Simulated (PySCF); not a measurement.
Compound: C₅H₉O₂P.
SMILES with atom numbers: `[CH:1]#[C:2][P@@:3](=[O:4])([OH:5])[CH:6]([CH3:7])[CH3:8]` (hydrogens: H9 on C1; H10 on O5; H11 on C6; H12, H13, H14 on C7; H15, H16, H17 on C8)

Geometry (GFN2-xTB, Å), atoms numbered from 1 in this order:
```xyz
17
C5H9O2P angstrom
C      2.0833   -1.1647   -2.2925
C      1.6706   -0.5918   -1.3223
P      1.1526    0.2132    0.1815
O      2.1191    0.1204    1.2805
O      0.9207    1.7431   -0.2697
C     -0.5439   -0.4244    0.4900
C     -1.4369   -0.1564   -0.7103
C     -1.0540    0.2309    1.7650
H      2.4307   -1.6558   -3.1555
H      1.5952    2.2736    0.1592
H     -0.4382   -1.5037    0.6464
H     -2.4367   -0.5492   -0.5338
H     -1.0295   -0.6272   -1.6029
H     -1.5083    0.9138   -0.8906
H     -0.3432    0.0741    2.5747
H     -2.0164   -0.1867    2.0564
H     -1.1721    1.3030    1.6139
```

A PySCF run (density fitting, gas phase, GFN2-xTB geometry) gave HOMO -7.82 eV, LUMO -0.05 eV, dipole 2.55 D.

Question: Which of these levels was it?
A. PBE0/cc-pVDZ
B. PBE0/pcSseg-1
C. B97-D/def2-SVPD
D. B3LYP/def2-SVPD

Answer: A. It is PBE0/cc-pVDZ. All candidates on this geometry:

```
                                            level and settings           kind  basis functions  SCF cycles     E (Eh)  HOMO (eV)  LUMO (eV)  dipole (D)
B97-D/def2-SVPD, level shift 0.3 Eh, energy threshold 1e-08 Eh            GGA              242          13  -687.1454      -6.72      -1.25        2.83
                                               B3LYP/def2-SVPD  global hybrid              242          16  -687.4097      -7.96      -0.66        2.94
                                                  PBE0/cc-pVDZ  global hybrid              161          16  -687.2042      -7.82      -0.05        2.55
                                                 PBE0/pcSseg-1  global hybrid              188          16  -687.1528      -8.14      -0.30        2.74
```

The nearest other candidate, by the summed differences of HOMO and LUMO, is PBE0/pcSseg-1: its HOMO differs by -0.32 eV and its LUMO by -0.25 eV. B97-D ran without the empirical dispersion term, which would shift the total energy alone. Cycle counts include a coarse-grid stage where the run had one.
